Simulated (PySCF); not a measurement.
Simulation results for B2FH3

Computed with PySCF 2.14.0. Calculation on a computer-drawn molecule: vertical ionisation energy to the stated ion spin, frozen-core CCSD(T) at the basis limit and cheaper methods, single-reference cases, UHF for radicals, no spin-orbit; all values are single points at the evaluated structure, the first of each entry, which is the reference or a displaced copy of it and isn't optimised; the reference structure only sets the zero of the energies above reference; triples share is (T) over the correlation energy.

Common to all runs: charge 0; multiplicity 1; ion multiplicity 2; diffuse functions no; basis cc-pVnZ; reference is the Hartree-Fock double-zeta minimum; best is HF at quadruple zeta + MP2 correlation extrapolated from triple and quadruple zeta + CCSD(T) minus MP2 at triple zeta; basis step is the size of the change from the same recipe one zeta lower.

```yaml
- entry: 1
  formula: B2FH3
  evaluated_structure:
    atoms_angstrom:
      - [B, -1.1446, 0.6606, 0.6882]
      - [B, -1.3289, -0.3816, -0.5081]
      - [F, -1.8047, 0.0922, -1.8457]
      - [H, -2.0381, 0.7928, 1.5015]
      - [H, -0.0181, 0.9339, 1.0664]
      - [H, -1.3046, -2.0918, -0.6068]
  reference_structure:
    atoms_angstrom:
      - [B, -1.1269, 0.531, 0.7107]
      - [B, -1.4492, -0.4526, -0.6436]
      - [F, -1.8141, 0.0817, -1.8132]
      - [H, -1.9877, 0.8141, 1.5001]
      - [H, -0.02, 0.9376, 0.942]
      - [H, -1.3668, -1.6548, -0.6184]
  given:
    drawn_bonds_atom: [1, 2, 1, 1, 2]
    drawn_bonds_other_atom: [2, 3, 4, 5, 6]
    drawn_bonds_order: [1, 1, 1, 1, 1]
  results:
    "ionisation_energy_best [eV]": 11.26
    "ionisation_energy_basis_step [eV]": 0.04059
    "energy_above_reference_best [kcal/mol]": 49.33
    "energy_above_reference_basis_step [kcal/mol]": 0.06975
    triple_zeta_method: [HF, PBE, r2SCAN, B3LYP, wB97X, MP2, CCSD, "CCSD(T)"]
    "triple_zeta_ionisation_energy [eV]": [10.31, 10.61, 10.68, 10.94, 11.06, 11.04, 11.18, 11.12]
    "triple_zeta_energy_above_reference [kcal/mol]": [58.0, 43.34, 47.19, 48.42, 49.97, 52.2, 50.92, 49.53]
    "ionisation_energy_Koopmans_at_triple_zeta [eV]": 11.52
    "ionisation_energy_EOM_CCSD_at_triple_zeta [eV]": 11.25
    "total_energy_HF_triple_zeta [hartree]": -150.5249
    "total_energy_CCSD(T)_triple_zeta [hartree]": -151.0264
    "total_energy_best [hartree]": -151.1009
    T1_diagnostic_at_triple_zeta: 0.01706
    D1_diagnostic_at_triple_zeta: 0.04739
    ion_T1_diagnostic_at_triple_zeta: 0.0344
    ion_D1_diagnostic_at_triple_zeta: 0.1509
    ion_spin_squared_at_triple_zeta: 0.7922
    triples_share_at_triple_zeta: 0.03231
    basis_functions_triple_zeta: 132
    "dipole_magnitude_HF_at_triple_zeta [debye]": 2.066
    "dipole_magnitude_CCSD_unrelaxed_at_triple_zeta [debye]": 1.716
    "dipole_magnitude_PBE_at_triple_zeta [debye]": 1.511
    "dipole_magnitude_r2SCAN_at_triple_zeta [debye]": 1.65
    "dipole_magnitude_B3LYP_at_triple_zeta [debye]": 1.696
    "dipole_magnitude_wB97X_at_triple_zeta [debye]": 1.791
- entry: 2
  formula: B2FH3
  evaluated_structure:
    atoms_angstrom:
      - [B, -1.1596, 0.6464, 0.7032]
      - [B, -1.4741, -0.352, -0.616]
      - [F, -1.8406, 0.1042, -1.7977]
      - [H, -2.0775, 0.8547, 1.6757]
      - [H, -0.0738, 0.9877, 1.0774]
      - [H, -1.3911, -1.5637, -0.5868]
  reference_structure:
    atoms_angstrom:
      - [B, -1.1269, 0.531, 0.7107]
      - [B, -1.4492, -0.4526, -0.6436]
      - [F, -1.8141, 0.0817, -1.8132]
      - [H, -1.9877, 0.8141, 1.5001]
      - [H, -0.02, 0.9376, 0.942]
      - [H, -1.3668, -1.6548, -0.6184]
  given:
    drawn_bonds_atom: [1, 2, 1, 1, 2]
    drawn_bonds_other_atom: [2, 3, 4, 5, 6]
    drawn_bonds_order: [1, 1, 1, 1, 1]
  results:
    "ionisation_energy_best [eV]": 11.4
    "ionisation_energy_basis_step [eV]": 0.02605
    "energy_above_reference_best [kcal/mol]": 6.505
    "energy_above_reference_basis_step [kcal/mol]": 0.1906
    triple_zeta_method: [HF, PBE, r2SCAN, B3LYP, wB97X, MP2, CCSD, "CCSD(T)"]
    "triple_zeta_ionisation_energy [eV]": [10.76, 10.67, 10.8, 11.05, 11.17, 11.29, 11.32, 11.27]
    "triple_zeta_energy_above_reference [kcal/mol]": [7.125, 5.426, 5.99, 6.356, 6.502, 7.033, 6.554, 6.454]
    "ionisation_energy_Koopmans_at_triple_zeta [eV]": 11.95
    "ionisation_energy_EOM_CCSD_at_triple_zeta [eV]": 11.36
    "total_energy_HF_triple_zeta [hartree]": -150.6060
    "total_energy_CCSD(T)_triple_zeta [hartree]": -151.0950
    "total_energy_best [hartree]": -151.1691
    T1_diagnostic_at_triple_zeta: 0.01314
    D1_diagnostic_at_triple_zeta: 0.04091
    ion_T1_diagnostic_at_triple_zeta: 0.02568
    ion_D1_diagnostic_at_triple_zeta: 0.112
    ion_spin_squared_at_triple_zeta: 0.7746
    triples_share_at_triple_zeta: 0.02893
    basis_functions_triple_zeta: 132
    "dipole_magnitude_HF_at_triple_zeta [debye]": 0.8213
    "dipole_magnitude_CCSD_unrelaxed_at_triple_zeta [debye]": 0.6464
    "dipole_magnitude_PBE_at_triple_zeta [debye]": 0.546
    "dipole_magnitude_r2SCAN_at_triple_zeta [debye]": 0.6115
    "dipole_magnitude_B3LYP_at_triple_zeta [debye]": 0.6393
    "dipole_magnitude_wB97X_at_triple_zeta [debye]": 0.6514
- entry: 3
  formula: B2FH3
  evaluated_structure:
    atoms_angstrom:
      - [B, -1.1341, 0.5725, 0.7579]
      - [B, -1.4408, -0.4676, -0.6182]
      - [F, -1.8436, 0.0531, -1.8523]
      - [H, -2.1111, 0.8458, 1.5727]
      - [H, -0.0206, 0.9052, 1.0223]
      - [H, -1.3944, -1.6851, -0.6243]
  reference_structure:
    atoms_angstrom:
      - [B, -1.1269, 0.531, 0.7107]
      - [B, -1.4492, -0.4526, -0.6436]
      - [F, -1.8141, 0.0817, -1.8132]
      - [H, -1.9877, 0.8141, 1.5001]
      - [H, -0.02, 0.9376, 0.942]
      - [H, -1.3668, -1.6548, -0.6184]
  given:
    drawn_bonds_atom: [1, 2, 1, 1, 2]
    drawn_bonds_other_atom: [2, 3, 4, 5, 6]
    drawn_bonds_order: [1, 1, 1, 1, 1]
  results:
    "ionisation_energy_best [eV]": 11.33
    "ionisation_energy_basis_step [eV]": 0.03406
    "energy_above_reference_best [kcal/mol]": 5.936
    "energy_above_reference_basis_step [kcal/mol]": 0.2426
    triple_zeta_method: [HF, PBE, r2SCAN, B3LYP, wB97X, MP2, CCSD, "CCSD(T)"]
    "triple_zeta_ionisation_energy [eV]": [10.64, 10.63, 10.75, 11.0, 11.11, 11.22, 11.25, 11.2]
    "triple_zeta_energy_above_reference [kcal/mol]": [6.936, 4.913, 5.979, 6.056, 5.746, 6.036, 5.99, 5.717]
    "ionisation_energy_Koopmans_at_triple_zeta [eV]": 11.84
    "ionisation_energy_EOM_CCSD_at_triple_zeta [eV]": 11.29
    "total_energy_HF_triple_zeta [hartree]": -150.6063
    "total_energy_CCSD(T)_triple_zeta [hartree]": -151.0962
    "total_energy_best [hartree]": -151.1700
    T1_diagnostic_at_triple_zeta: 0.01369
    D1_diagnostic_at_triple_zeta: 0.04345
    ion_T1_diagnostic_at_triple_zeta: 0.02841
    ion_D1_diagnostic_at_triple_zeta: 0.1297
    ion_spin_squared_at_triple_zeta: 0.7683
    triples_share_at_triple_zeta: 0.02944
    basis_functions_triple_zeta: 132
    "dipole_magnitude_HF_at_triple_zeta [debye]": 1.433
    "dipole_magnitude_CCSD_unrelaxed_at_triple_zeta [debye]": 1.176
    "dipole_magnitude_PBE_at_triple_zeta [debye]": 1.003
    "dipole_magnitude_r2SCAN_at_triple_zeta [debye]": 1.096
    "dipole_magnitude_B3LYP_at_triple_zeta [debye]": 1.147
    "dipole_magnitude_wB97X_at_triple_zeta [debye]": 1.176
- entry: 4
  formula: B2FH3
  evaluated_structure:
    atoms_angstrom:
      - [B, -1.1212, 0.6075, 0.6859]
      - [B, -1.411, -0.3375, -0.3907]
      - [F, -1.7617, 0.0981, -1.8458]
      - [H, -1.9893, 0.8668, 1.5417]
      - [H, -0.0477, 0.9219, 0.8432]
      - [H, -1.2693, -1.7853, -0.7941]
  reference_structure:
    atoms_angstrom:
      - [B, -1.1269, 0.531, 0.7107]
      - [B, -1.4492, -0.4526, -0.6436]
      - [F, -1.8141, 0.0817, -1.8132]
      - [H, -1.9877, 0.8141, 1.5001]
      - [H, -0.02, 0.9376, 0.942]
      - [H, -1.3668, -1.6548, -0.6184]
  given:
    drawn_bonds_atom: [1, 2, 1, 1, 2]
    drawn_bonds_other_atom: [2, 3, 4, 5, 6]
    drawn_bonds_order: [1, 1, 1, 1, 1]
  results:
    "ionisation_energy_best [eV]": 11.7
    "ionisation_energy_basis_step [eV]": 0.04974
    "energy_above_reference_best [kcal/mol]": 54.81
    "energy_above_reference_basis_step [kcal/mol]": 0.2533
    triple_zeta_method: [HF, PBE, r2SCAN, B3LYP, wB97X, MP2, CCSD, "CCSD(T)"]
    "triple_zeta_ionisation_energy [eV]": [10.99, 10.94, 11.07, 11.33, 11.49, 11.56, 11.65, 11.55]
    "triple_zeta_energy_above_reference [kcal/mol]": [64.71, 48.18, 51.59, 52.55, 54.58, 57.52, 57.38, 56.02]
    "ionisation_energy_Koopmans_at_triple_zeta [eV]": 12.21
    "ionisation_energy_EOM_CCSD_at_triple_zeta [eV]": 11.64
    "total_energy_HF_triple_zeta [hartree]": -150.5142
    "total_energy_CCSD(T)_triple_zeta [hartree]": -151.0161
    "total_energy_best [hartree]": -151.0921
    T1_diagnostic_at_triple_zeta: 0.01754
    D1_diagnostic_at_triple_zeta: 0.04929
    ion_T1_diagnostic_at_triple_zeta: 0.04235
    ion_D1_diagnostic_at_triple_zeta: 0.2052
    ion_spin_squared_at_triple_zeta: 0.7853
    triples_share_at_triple_zeta: 0.03218
    basis_functions_triple_zeta: 132
    "dipole_magnitude_HF_at_triple_zeta [debye]": 2.572
    "dipole_magnitude_CCSD_unrelaxed_at_triple_zeta [debye]": 2.156
    "dipole_magnitude_PBE_at_triple_zeta [debye]": 1.836
    "dipole_magnitude_r2SCAN_at_triple_zeta [debye]": 1.995
    "dipole_magnitude_B3LYP_at_triple_zeta [debye]": 2.085
    "dipole_magnitude_wB97X_at_triple_zeta [debye]": 2.193
```
